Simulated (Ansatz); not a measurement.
Ansatz results at the PBE0-D4/def2-TZVP geometry: LUMO energy (B3LYP/def2-TZVPP) -1.08 eV; HOMO energy (ωB97M-V/def2-TZVPP) -9.74 eV; HOMO–LUMO gap (PBE/def2-TZVPP) 4.49 eV.

Each molecule was computed in one conformer, which needn't be the lowest.

Task: Which molecule gave them?
A. `OC1BC=C1`
B. `CC#CBO`
C. `O=C1CBC1`
D. `N[PH][Zn][F]`

Result: B. The others give `O=C1CBC1`: -2.00, -9.46, 2.83; `N[PH][Zn][F]`: -1.43, -8.98, 3.93; `OC1BC=C1`: -0.73, -9.66, 4.49.

B3LYP here is the variant with VWN-RPA as its local correlation; programs differ in this.
